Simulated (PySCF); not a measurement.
C$_{4}$H$_{8}$AlF (SMILES C=[CH][Al]([F])[CH2]C), singlet, geometry from GFN2-xTB (such geometries of metal compounds can be far from the true shape), with bond 6-3 at 2.4 times its length; CASSCF(4,3)/STO-3G run with PySCF.

PySCF was given this input:
```python
from pyscf import gto, scf, mcscf
import numpy

mol = gto.Mole()
mol.atom = '''
    Al   -0.26077982    0.22620754    0.60315921
    F    -0.82696035    0.78872175    2.05346033
    C     1.66438066    0.60896421    0.19807625
    C     2.18653053    0.08682530   -1.14608367
    H     2.28744069    0.19896293    1.00732933
    H     2.06214768    3.21736929    0.31844998
    H     1.62579082    0.51960160   -1.97235794
    H     2.08870987   -0.99554869   -1.20397314
    H     3.23882285    0.33940613   -1.28198985
    C    -1.60893068   -0.73619028   -0.48235500
    C    -1.40729115   -1.28176339   -1.67963016
    H    -2.61397874   -0.82844014   -0.05876060
    H    -2.18470328   -1.79809560   -2.22940942
    H    -0.44755448   -1.23789473   -2.17132753
'''
mol.basis = 'sto-3g'
mol.verbose = 4
mol.build()

mf = scf.RHF(mol)
mf.kernel()
mc = mcscf.CASSCF(mf, 3, 4)
mc.fix_spin_(ss=0.0)
mc.kernel()
occ = numpy.linalg.eigvalsh(mc.fcisolver.make_rdm1(mc.ci, mc.ncas, mc.nelecas))[::-1]
ss = mc.fcisolver.spin_square(mc.ci, mc.ncas, mc.nelecas)[0]
print('natural occupations', occ.round(4), ' <S^2>', round(ss, 4))
```

Task: What does PySCF print? Leave out banner, timings and long lists.

Result: 
```
PySCF version 2.14.0

[INPUT] verbose = 4
[INPUT] num. atoms = 14
[INPUT] num. electrons = 54
[INPUT] charge = 0
[INPUT] spin (= nelec alpha-beta = 2S) = 0
[INPUT] symmetry False subgroup None
[INPUT] Mole.unit = angstrom
[INPUT] Symbol           X                Y                Z      unit          X                Y                Z       unit  Magmom
[...]
nuclear repulsion = 259.530492119899
number of shells = 28
number of NR pGTOs = 126
number of NR cGTOs = 42
basis = sto-3g
ecp = {}

******** <class 'pyscf.scf.hf.RHF'> ********
method = RHF
initial guess = minao
damping factor = 0
level_shift factor = 0
DIIS = <class 'pyscf.scf.diis.CDIIS'>
diis_start_cycle = 1
diis_space = 8
diis_damp = 0
SCF conv_tol = 1e-09
SCF conv_tol_grad = None
SCF max_cycles = 50
direct_scf = True
direct_scf_tol = 1e-13
Set gradient conv threshold to 3.16228e-05
Initial guess from minao.
init E= -491.125150837008
[...]
cycle= 1 E= -490.872353081997  delta_E= 0.253  |g|= 0.476  |ddm|= 4.35
[...]
cycle= 2 E= -490.944380737771  delta_E= -0.072  |g|= 0.377  |ddm|= 1.43
[...]
cycle= 3 E= -491.002217280878  delta_E= -0.0578  |g|= 0.135  |ddm|= 0.819
[...]
cycle= 4 E= -491.011081705352  delta_E= -0.00886  |g|= 0.0223  |ddm|= 0.246
[...]
cycle= 5 E= -491.011441290772  delta_E= -0.00036  |g|= 0.00695  |ddm|= 0.0578
[...]
cycle= 6 E= -491.011479027245  delta_E= -3.77e-05  |g|= 0.00293  |ddm|= 0.016
[...]
cycle= 7 E= -491.011490564159  delta_E= -1.15e-05  |g|= 0.00109  |ddm|= 0.01
[...]
cycle= 8 E= -491.011492559755  delta_E= -2e-06  |g|= 0.000304  |ddm|= 0.00489
[...]
cycle= 9 E= -491.011492743154  delta_E= -1.83e-07  |g|= 8.91e-05  |ddm|= 0.00149
[...]
cycle= 10 E= -491.011492756606  delta_E= -1.35e-08  |g|= 2.28e-05  |ddm|= 0.000432
[...]
cycle= 11 E= -491.01149275723  delta_E= -6.23e-10  |g|= 4.36e-06  |ddm|= 9.47e-05
[...]
Extra cycle  E= -491.011492757242  delta_E= -1.24e-11  |g|= 1.72e-06  |ddm|= 8.94e-06
converged SCF energy = -491.011492757242

******** <class 'pyscf.mcscf.mc1step.CASSCF'> ********
CAS (2e+2e, 3o), ncore = 25, nvir = 14
max_cycle_macro = 50
max_cycle_micro = 4
conv_tol = 1e-07
conv_tol_grad = None
orbital rotation max_stepsize = 0.02
orbital rotation threshold for CI restart = 0.01
augmented hessian ah_max_cycle = 30
augmented hessian ah_conv_tol = 1e-12
augmented hessian ah_linear dependence = 1e-14
augmented hessian ah_level shift = 1e-08
augmented hessian ah_start_tol = 2.5
augmented hessian ah_start_cycle = 3
augmented hessian ah_grad_trust_region = 3
kf_trust_region = 3
kf_interval = 4
ci_response_space = 4
ci_grad_trust_region = 3
with_dep4 0
natorb = False
canonicalization = True
sorting_mo_energy = False
ao2mo_level = 2
internal_rotation = False
******** <class 'pyscf.fci.addons.SpinPenaltyFCISolver'> ********
max. cycles = 50
conv_tol = 1e-08
davidson only = True
linear dependence = 1e-12
level shift = 0.001
max iter space = 12
nroots = 1
pspace_size = 400
spin = None
CASCI E = -491.169165888575  S^2 = 0.0000000
Set conv_tol_grad to 0.000316228
macro iter   1 ( 19 JK    4 micro), CASSCF E = -491.187523514763  dE = -1.83576262e-02  S^2 = 0.0000000
               |grad[o]|=0.0928  |grad[c]|=0.0204  |ddm|=0.015  |maxRot[o]|=0.131
macro iter   2 ( 11 JK    3 micro), CASSCF E = -491.187557227319  dE = -3.37125555e-05  S^2 = 0.0000000
               |grad[o]|=0.00581  |grad[c]|=0.000715  |ddm|=0.00127  |maxRot[o]|= 0.13
macro iter   3 (  7 JK    2 micro), CASSCF E = -491.187557501186  dE = -2.73867158e-07  S^2 = 0.0000000
               |grad[o]|=0.00132  |grad[c]|=0.00325  |ddm|=0.0003  |maxRot[o]|=0.0699
macro iter   4 (  7 JK    2 micro), CASSCF E = -491.187557549659  dE = -4.84728844e-08  S^2 = 0.0000000
               |grad[o]|=0.000964  |grad[c]|=0.00497  |ddm|=0.000185  |maxRot[o]|=0.0699
macro iter   5 ( 12 JK    3 micro), CASSCF E = -491.187557615110  dE = -6.54512746e-08  S^2 = 0.0000000
               |grad[o]|=0.000925  |grad[c]|=0.0022  |ddm|=2.52e-05  |maxRot[o]|=0.043
[...]
               |grad[o]|=0.000839  |grad[c]|=2.7e-07  |ddm|=    0  |maxRot[o]|=    0
macro iter  32 (  1 JK    1 micro), CASSCF E = -491.187557696291  dE =  0.00000000e+00  S^2 = 0.0000000
               |grad[o]|=0.000839  |grad[c]|=2.7e-07  |ddm|=    0  |maxRot[o]|=    0
macro iter  33 (  1 JK    1 micro), CASSCF E = -491.187557696291  dE =  0.00000000e+00  S^2 = 0.0000000
               |grad[o]|=0.000839  |grad[c]|=2.7e-07  |ddm|=    0  |maxRot[o]|=    0
macro iter  34 (  1 JK    1 micro), CASSCF E = -491.187557696291  dE =  0.00000000e+00  S^2 = 0.0000000
               |grad[o]|=0.000839  |grad[c]|=2.7e-07  |ddm|=    0  |maxRot[o]|=    0
macro iter  35 (  1 JK    1 micro), CASSCF E = -491.187557696291  dE =  0.00000000e+00  S^2 = 0.0000000
               |grad[o]|=0.000839  |grad[c]|=2.7e-07  |ddm|=    0  |maxRot[o]|=    0
macro iter  36 (  1 JK    1 micro), CASSCF E = -491.187557696291  dE =  0.00000000e+00  S^2 = 0.0000000
               |grad[o]|=0.000839  |grad[c]|=2.7e-07  |ddm|=    0  |maxRot[o]|=    0
macro iter  37 (  1 JK    1 micro), CASSCF E = -491.187557696291  dE =  0.00000000e+00  S^2 = 0.0000000
               |grad[o]|=0.000839  |grad[c]|=2.7e-07  |ddm|=    0  |maxRot[o]|=    0
macro iter  38 (  1 JK    1 micro), CASSCF E = -491.187557696291  dE =  0.00000000e+00  S^2 = 0.0000000
               |grad[o]|=0.000839  |grad[c]|=2.7e-07  |ddm|=    0  |maxRot[o]|=    0
macro iter  39 (  1 JK    1 micro), CASSCF E = -491.187557696291  dE =  0.00000000e+00  S^2 = 0.0000000
               |grad[o]|=0.000839  |grad[c]|=2.7e-07  |ddm|=    0  |maxRot[o]|=    0
macro iter  40 (  1 JK    1 micro), CASSCF E = -491.187557696291  dE =  0.00000000e+00  S^2 = 0.0000000
               |grad[o]|=0.000839  |grad[c]|=2.7e-07  |ddm|=    0  |maxRot[o]|=    0
macro iter  41 (  1 JK    1 micro), CASSCF E = -491.187557696291  dE =  0.00000000e+00  S^2 = 0.0000000
               |grad[o]|=0.000839  |grad[c]|=2.7e-07  |ddm|=    0  |maxRot[o]|=    0
macro iter  42 (  1 JK    1 micro), CASSCF E = -491.187557696291  dE =  0.00000000e+00  S^2 = 0.0000000
               |grad[o]|=0.000839  |grad[c]|=2.7e-07  |ddm|=    0  |maxRot[o]|=    0
macro iter  43 (  1 JK    1 micro), CASSCF E = -491.187557696291  dE =  0.00000000e+00  S^2 = 0.0000000
               |grad[o]|=0.000839  |grad[c]|=2.7e-07  |ddm|=    0  |maxRot[o]|=    0
macro iter  44 (  1 JK    1 micro), CASSCF E = -491.187557696291  dE =  0.00000000e+00  S^2 = 0.0000000
               |grad[o]|=0.000839  |grad[c]|=2.7e-07  |ddm|=    0  |maxRot[o]|=    0
macro iter  45 (  1 JK    1 micro), CASSCF E = -491.187557696291  dE =  0.00000000e+00  S^2 = 0.0000000
               |grad[o]|=0.000839  |grad[c]|=2.7e-07  |ddm|=    0  |maxRot[o]|=    0
macro iter  46 (  1 JK    1 micro), CASSCF E = -491.187557696291  dE =  0.00000000e+00  S^2 = 0.0000000
               |grad[o]|=0.000839  |grad[c]|=2.7e-07  |ddm|=    0  |maxRot[o]|=    0
macro iter  47 (  1 JK    1 micro), CASSCF E = -491.187557696291  dE =  0.00000000e+00  S^2 = 0.0000000
               |grad[o]|=0.000839  |grad[c]|=2.7e-07  |ddm|=    0  |maxRot[o]|=    0
macro iter  48 (  1 JK    1 micro), CASSCF E = -491.187557696291  dE =  0.00000000e+00  S^2 = 0.0000000
               |grad[o]|=0.000839  |grad[c]|=2.7e-07  |ddm|=    0  |maxRot[o]|=    0
macro iter  49 (  1 JK    1 micro), CASSCF E = -491.187557696291  dE =  0.00000000e+00  S^2 = 0.0000000
               |grad[o]|=0.000839  |grad[c]|=2.7e-07  |ddm|=    0  |maxRot[o]|=    0
macro iter  50 (  1 JK    1 micro), CASSCF E = -491.187557696291  dE =  0.00000000e+00  S^2 = 0.0000000
               |grad[o]|=0.000839  |grad[c]|=2.7e-07  |ddm|=    0  |maxRot[o]|=    0
1-step CASSCF not converged,  50 macro (291 JK  71 micro) steps
CASSCF canonicalization
Density matrix diagonal elements [1.99997068 1.29040318 0.70962614]
CASSCF energy = -491.187557696291
CASCI E = -491.187557696291  E(CI) = -7.66199786880406  S^2 = 0.0000000
natural occupations [2.     1.2931 0.7069]  <S^2> 0.0
```

The run did not converge; its last values are not results.
